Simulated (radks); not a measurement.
Task: Radial electron density D(r) = 4 pi r^2 rho(r) of an atom or ion with 29 electrons. Method: Dirac Kohn-Sham, PBE, spin-unpolarised, spherical densities, point nucleus; computed with a radial shooting solver on a logarithmic mesh with Libxc functionals.

r (bohr),D(r) (e/bohr)
0.00229,4.903
0.002935,7.372
0.003761,10.90
0.004819,15.78
0.006176,22.22
0.007914,30.23
0.01014,39.35
0.013,48.47
0.01665,55.75
0.02134,59.16
0.02735,57.71
0.03505,53.11
0.04491,50.26
0.05755,54.35
0.07375,64.97
0.0945,73.06
0.1211,68.54
0.1552,54.60
0.1989,47.51
0.2548,53.40
0.3266,55.59
0.4185,40.49
0.5363,19.10
0.6872,6.543
0.8806,2.298
1.128,0.7070
1.446,0.1070
1.853,0.005477

What is the nuclear charge?

Result: Z = 46. The innermost maximum, from 1s, lies near gamma/Z bohr with gamma = sqrt(1 - (Z/c)^2) = 0.942, here 0.0205 bohr (found: 0.0224), and its height grows with Z. The density is that of the palladium ion Pd17+ in [Ar] 3d10 4s1; the configuration itself is not fixed sharply by these data, and Z only to a few units. D(r) has 3 maxima, at r = 0.0224, 0.0992, 0.301 bohr, and minima at 0.0449, 0.197 bohr, inside which lie 2.05, 11.23 electrons.
